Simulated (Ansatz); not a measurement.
Input for Ansatz (an electronic-structure program): U-CCSD(T)/aug-cc-pV(D+d)Z on BeClF (SMILES [F][Be][Cl]), a point of a bond scan (R = 2.172 Å). Files ending in .json are basis or fitting sets from the Basis Set Exchange.

Ansatz 0.2 input:
```yaml
crystal:
  periodic: [false, false, false]
  atoms:
    - {symbol: Be, position_ang: [-0.00000000, -0.00000000, -0.61301342]}
    - {symbol: F, position_ang: [-0.00000000, -0.00000000, -1.98830246]}
    - {symbol: Cl, position_ang: [0.00000000, 0.00000000, 1.55884569]}
basis:
  gaussian:
    orbitals: aug-cc-pV_D+d_Z.json
correlation: {method: ccsd_t, electrons: outside_noble_gas}
scf: {omitted_lower_state_checks: [cluster_reference]}
magnetization: {spin_polarized: true, initial_magnetization: 0}
```

It printed:

```
WARN ansatz: RAYON_NUM_THREADS=1 ignored (pool sized by the plan → 1); use --threads N
Functional definition: HF
these checks for a lower state are left out or cut short: cluster_reference
integrals: 0.09 GiB planned
719 factors; integrals over basis functions are off by at most 7.4e-4 eV
mean field: 0.22 GiB planned
mean field evaluation 1: about -15609.9418 eV, gradient 2.1e1 eV
mean field evaluation 2: about -15609.9973 eV, gradient 2.2e1 eV
mean field evaluation 4: about -15611.9662 eV, gradient 1.1e0 eV
mean field evaluation 8: about -15611.9852 eV, gradient 1.9e-4 eV
mean field -15611.98519271 eV, -573.7298736484 hartree, gradient 1.8e-6 eV, S^2 0.000000; 0 other end points of the search recorded, 0 dependent functions left out
7 core orbitals not correlated
reference -15611.98519271 eV, -573.7298736484 hartree; 8, 8 occupied and 63, 63 virtual orbitals, 719 factors
second order -10.75574722 eV of doubles, -0.00000000 eV of singles
coupled cluster: 0.30 GiB planned
cycle   1  -10.89362682 eV  change   -1.4e-1 eV  update   8.0e-2
cycle   2  -11.10077317 eV  change   -2.1e-1 eV  update   2.3e-2
cycle   3  -11.16156829 eV  change   -6.1e-2 eV  update   1.3e-2
cycle   4  -11.15998511 eV  change    1.6e-3 eV  update   2.6e-3
cycle   5  -11.15764410 eV  change    2.3e-3 eV  update   9.2e-4
cycle   6  -11.15757631 eV  change    6.8e-5 eV  update   2.4e-4
cycle   7  -11.15757420 eV  change    2.1e-6 eV  update   6.2e-5
cycle   8  -11.15756640 eV  change    7.8e-6 eV  update   2.0e-5
perturbative correction -0.29289365 eV, -0.0107636432 hartree
Total energy: -15623.43565276 eV, -574.1506702939 hartree
Checks for a lower state left out: cluster_reference
```

Self-consistency was reached.

Cost: about 8 core-seconds (a rough figure).
